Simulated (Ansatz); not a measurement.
`[NH2][Ti]([OH])([Cl])[Cl]`. Charge 0, multiplicity 1.

Z-matrix (Å, degrees):
```
Ti
O 1 1.757
Cl 1 2.208 2 111.8
N 1 1.848 2 106.2 3 119.5
Cl 1 2.208 2 111.8 3 -121.1
H 2 0.957 1 145.6 3 60.9
H 4 1.011 1 124.1 2 0.0
H 4 1.011 1 124.5 2 180.0
```

**Question.** What are the harmonic wavenumbers in cm⁻¹ at PBE0-D4/def2-TZVP (Ansatz, finite differences of forces, unscaled)? (Best estimate.)

**Answer.** Computed: 67, 124, 153, 156, 182, 195, 273, 348, 418, 432, 489, 547, 748, 829, 1515, 3557, 3666, 3944.

**Question.** Is this a minimum?

**Answer.** Yes, all 18 modes are real.

**Question.** Give the ideal-gas thermochemistry at 298.15 K and 1 bar (rigid rotor, harmonic oscillator; point group Cs, symmetry number 1).

**Answer.** Zero-point energy 105.5 kJ/mol; H(298) − E = 130.9 kJ/mol; entropy 387.7 J/(mol·K), of which translation 171.5, rotation 119.2, vibration 97.1; G(298) − E = 15.3 kJ/mol. Modes under 100 cm⁻¹ are hindered rotations or soft bends, so the harmonic entropy is rough.

**Question.** Rotational constants (cm⁻¹)?

**Answer.** 0.07786, 0.05585, 0.04598.
